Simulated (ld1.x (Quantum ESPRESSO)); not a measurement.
The numbers below are computed, except where a source is named.
**Pseudopotentials across the periodic table**

Generated with ld1.x 7.5 (TM, RRKJ, ultrasoft, PAW), atompaw 4.2 or ONCVPSP 4.0.1. The cutoff is in Ry: for ld1.x and atompaw files where the sum of valence levels is converged to 10 mRy in a Bessel basis, for ONCV files where the hardest occupied wave has 1 mHa per electron of residual kinetic energy. The error is the largest all-electron minus pseudo excitation energy over each file’s own four to seven test configurations (ionisations up to +4, promotions, holes and added fractions of an electron), all of which were solved. The labels leave out finer settings (local radius, basis sizes, second energies), which also bear on the numbers. Spin-polarised tests are not counted. The rows are a selection from randomly drawn settings: files with unsolved tests, undetermined cutoffs or missed reference levels are left out.

A true bound ghost makes a file unfit for plane-wave use even where its test errors are small: the radial tests pick states by their node count and pass the ghost by.

```csv
element,potential,cutoff (Ry),largest error (meV),bound ghosts
H,"PAW, PBE, scalar-relativistic, rc 1.05/0.90 (sp), local smoothed, core correction no, reference 1s0.75",18,0.0,none
N,"ultrasoft, LDA (PZ), scalar-relativistic, rc 1.22/1.50/1.45 (spd), local smoothed, core correction yes, reference 2s2 2p2",30,-245,none
Tc,"TM, Wu–Cohen, scalar-relativistic, rc 2.25/3.55/1.40 (spd), local s, core correction no, reference 4d5 5s2 5p0",50,-130,none
```

Q: Fill in the row for Mg: TM, LDA (PZ), scalar-relativistic, rc 2.75/2.30/2.60 (spd), local s, core correction no, reference 3s2 3p0.

A: cutoff 6 Ry, largest error +115 meV, bound ghosts: none.

Q: Fill in the row for Kr: TM, revPBE, scalar-relativistic, rc 1.00/1.36/1.30 (spd), local smoothed, core correction yes, reference 4s2 4p6.

A: cutoff 120 Ry, largest error +100 meV, bound ghosts: d.
